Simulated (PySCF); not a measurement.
Isomers of C6H12SSi2, mass 172.020 u with the commonest isotopes. Method: PBE0/pcSseg-1 in PySCF (dipole) on a GFN2-xTB geometry, gas phase. One conformer each, none proved a minimum here; rigid rotors.

Question: Order these by rotational constant A, smallest first.
A. `[CH3:1][C:2](=[S:3])[C:4]1=[C:5]([CH2:6][SiH3:7])[CH2:8][SiH2:9]1` with C1–C2–C4–C5 0°, C4–C5–C6–Si7 91°
B. `[CH:1]#[C:2][SiH2:3][C@@H:4]1[CH2:5][CH2:6][CH2:7][S:8][SiH2:9]1` with C2–Si3–C4–C5 -59°, Si3–C4–C5–C6 175°, C4–C5–C6–C7 73°, C5–C6–C7–S8 -76°, C6–C7–S8–Si9 58°
C. `[CH:1]#[C:2][Si@:3]1([CH3:4])[CH2:5][C@H:6]([S:7][SiH3:8])[CH2:9]1` with C5–C6–S7–Si8 65°, C2–Si3–C5–C6 -124°, Si3–C5–C6–S7 135°, C5–C6–C9–Si3 -14°, C2–Si3–C9–C6 122°

Answer: A (1302 MHz), C (1921 MHz), B (2068 MHz).

Question: Order these by radius of gyration √(Σ m r²/M), largest first.
A. `[CH3:1][C:2](=[S:3])[C:4]1=[C:5]([CH2:6][SiH3:7])[CH2:8][SiH2:9]1` with C1–C2–C4–C5 0°, C4–C5–C6–Si7 91°
B. `[CH:1]#[C:2][Si@:3]1([CH3:4])[CH2:5][C@H:6]([S:7][SiH3:8])[CH2:9]1` with C5–C6–S7–Si8 65°, C2–Si3–C5–C6 -124°, Si3–C5–C6–S7 135°, C5–C6–C9–Si3 -14°, C2–Si3–C9–C6 122°
C. `[CH:1]#[C:2][SiH2:3][C@@H:4]1[CH2:5][CH2:6][CH2:7][S:8][SiH2:9]1` with C2–Si3–C4–C5 -59°, Si3–C4–C5–C6 175°, C4–C5–C6–C7 73°, C5–C6–C7–S8 -76°, C6–C7–S8–Si9 58°

Answer: B (2.696 Å), C (2.584 Å), A (2.479 Å).

Question: Order these by rotational constant C, largest first.
A. `[CH:1]#[C:2][Si@:3]1([CH3:4])[CH2:5][C@H:6]([S:7][SiH3:8])[CH2:9]1` with C5–C6–S7–Si8 65°, C2–Si3–C5–C6 -124°, Si3–C5–C6–S7 135°, C5–C6–C9–Si3 -14°, C2–Si3–C9–C6 122°
B. `[CH:1]#[C:2][SiH2:3][C@@H:4]1[CH2:5][CH2:6][CH2:7][S:8][SiH2:9]1` with C2–Si3–C4–C5 -59°, Si3–C4–C5–C6 175°, C4–C5–C6–C7 73°, C5–C6–C7–S8 -76°, C6–C7–S8–Si9 58°
C. `[CH3:1][C:2](=[S:3])[C:4]1=[C:5]([CH2:6][SiH3:7])[CH2:8][SiH2:9]1` with C1–C2–C4–C5 0°, C4–C5–C6–Si7 91°

Answer: C (502.2 MHz), B (452.2 MHz), A (438.0 MHz).

| SMILES | point group | Ia (u·Å²) | Ib (u·Å²) | Ic (u·Å²) | κ | μa (D) | μb (D) | μc (D) |
| --- | --- | --- | --- | --- | --- | --- | --- | --- |
| CC(=S)C1=C(C[SiH3])C[SiH2]1 | C1 | 388.06 | 719.70 | 1006.27 | -0.50 | 4.23 | 0.26 | 1.11 |
| C#C[SiH2][C@@H]1CCCS[SiH2]1 | C1 | 244.42 | 935.34 | 1117.52 | -0.89 | 1.53 | 1.58 | 0.49 |
| C#C[Si@]1(C)C[C@H](S[SiH3])C1 | C1 | 263.11 | 1082.97 | 1153.87 | -0.96 | 1.40 | 1.34 | 1.08 |
